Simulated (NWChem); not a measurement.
System: H$_{4}$BO$_{3}$ cation; SMILES OB(O)[OH2+]

The following NWChem deck was run.

```
start job
memory heap 200 mb stack 700 mb global 900 mb
charge 1
geometry units angstroms noautosym nocenter noautoz
  O      1.395764     0.025671     0.034965
  B      0.086546     0.172979    -0.010864
  O     -0.670706     1.246453    -0.024034
  O     -0.533983    -1.198371    -0.054887
  H      1.937291     0.823376     0.106185
  H     -1.630994     1.278722     0.018143
  H      0.072916    -1.963029    -0.088160
  H     -1.446779    -1.415637    -0.308883
end
basis spherical
  O library def2-tzvp
  B library def2-tzvp
  H library def2-tzvp
end
dft
  xc pbe0
  iterations 150
end
property
  efieldgrad
end
task dft property
```

Geometry: optimised at PBE0/def2-SVP.

Vzz is the largest principal value of the second derivative of the potential at the nucleus (NWChem prints the opposite sign); η is the asymmetry. Non-relativistic.

Atoms are numbered as in the input.

Give the results of this calculation. (PBE0/def2-TZVP.) Quantities: Vzz O1 (a.u.); η O1; Vzz B2 (a.u.); η B2; Vzz O3 (a.u.); η O3; Vzz O4 (a.u.); η O4.

The vzz O1 (a.u.) is 1.238 and the η O1 is 0.17. The vzz B2 (a.u.) comes out as -0.294 and the η B2 is 0.48. The vzz O3 (a.u.) is 1.335. The η O3 is 0.13. The vzz O4 (a.u.) is -1.838 and the η O4 is 0.28.
